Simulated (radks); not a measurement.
Results of a calculation; reference values are marked as such.
Species: Pr0.1+. Configuration: [Kr] 4d10 4f3 5s1.9 5p6 6s2 (fractional occupations, a model configuration). Level of theory: Dirac Kohn-Sham, PBEsol, spin-unpolarised, spherical densities, finite nucleus; open shells fill j = l - 1/2 first; Fermi nuclear charge, rms radius 4.8919 fm (a radial shooting solver on a logarithmic mesh with Libxc functionals).

Unscreened Slater integrals over Kohn-Sham orbitals (eV). Large and small components are both included. Empty in this configuration: 4f7/2.

integral,value
"F0(4f5/2,4f5/2)",22.212
"F2(4f5/2,4f5/2)",9.9874
"F4(4f5/2,4f5/2)",6.1641
"F0(4f5/2,6s1/2)",7.2062
"G3(4f5/2,6s1/2)",0.35378
"F0(4f5/2,5p3/2)",15.770
"F2(4f5/2,5p3/2)",5.8910
"G2(4f5/2,5p3/2)",3.6291
"G4(4f5/2,5p3/2)",2.6792
"F0(4f5/2,5p1/2)",16.391
"G2(4f5/2,5p1/2)",4.0121
"F0(4f5/2,4f7/2)",22.021
"F2(4f5/2,4f7/2)",9.8853
"F4(4f5/2,4f7/2)",6.0985
"G2(4f5/2,4f7/2)",9.8713
"G4(4f5/2,4f7/2)",6.0903
"G6(4f5/2,4f7/2)",4.3536
"F0(6s1/2,6s1/2)",5.5905
"F0(6s1/2,5p3/2)",6.9758
"G1(6s1/2,5p3/2)",0.52350
"F0(6s1/2,5p1/2)",7.0110
"G1(6s1/2,5p1/2)",0.44623
"F0(6s1/2,4f7/2)",7.1950
"G3(6s1/2,4f7/2)",0.36899
"F0(5p3/2,5p3/2)",13.682
"F2(5p3/2,5p3/2)",7.3493
"F0(5p3/2,5p1/2)",14.024
"G2(5p3/2,5p1/2)",7.4813
"F0(5p3/2,4f7/2)",15.691
"F2(5p3/2,4f7/2)",5.9021
"G2(5p3/2,4f7/2)",3.6760
"G4(5p3/2,4f7/2)",2.7063
"F0(5p1/2,5p1/2)",14.400
"F0(5p1/2,4f7/2)",16.304
"G4(5p1/2,4f7/2)",2.9683
"F0(4f7/2,4f7/2)",21.832
"F2(4f7/2,4f7/2)",9.7859
"F4(4f7/2,4f7/2)",6.0348
"F6(4f7/2,4f7/2)",4.3132
